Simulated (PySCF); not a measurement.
Excitations are Tamm–Dancoff values on a coarser integration grid. The basis has no diffuse functions, so Rydberg states are missing or too high.

Cartesian coordinates (Å):
SMILES: C[O][Ge]([CH3])([CH3])[O]C
```xyz
19

C      2.6620     0.0191    -0.4565
O      1.8028    -0.2215     0.6345
Ge     0.0353    -0.2053     0.4215
C     -0.7176    -0.3197     2.2111
C     -0.5329    -1.5972    -0.8330
O     -0.2821     1.4044    -0.3128
C     -1.5364     1.7401    -0.8446
H      2.4465     0.9839    -0.9506
H      3.6995     0.0458    -0.0848
H      2.6024    -0.7777    -1.2251
H     -0.4876    -1.2989     2.6566
H     -1.8099    -0.1913     2.1813
H     -0.2797     0.4696     2.8385
H     -0.2002    -2.5815    -0.4709
H     -0.0940    -1.4170    -1.8254
H     -1.6288    -1.6125    -0.9319
H     -2.3405     1.7440    -0.0805
H     -1.8562     1.0588    -1.6592
H     -1.4824     2.7570    -1.2684
```
Charge 0, spin multiplicity 1.

Task: Estimate the total energy, T1 excitation (TDA), S1 excitation (TDA), HOMO and S1–T1 gap (TDA) that PBE-D3(BJ)/def2-TZVP // B3LYP-D3(BJ)/def2-SVP (PySCF) returns for this input.

Result: 
```json
{
 "total_energy": "-2386.5743 Ha",
 "T1 excitation (TDA)": "5.69 eV",
 "S1 excitation (TDA)": "5.88 eV",
 "HOMO": "-5.92 eV",
 "S1–T1 gap (TDA)": "0.19 eV"
}
```
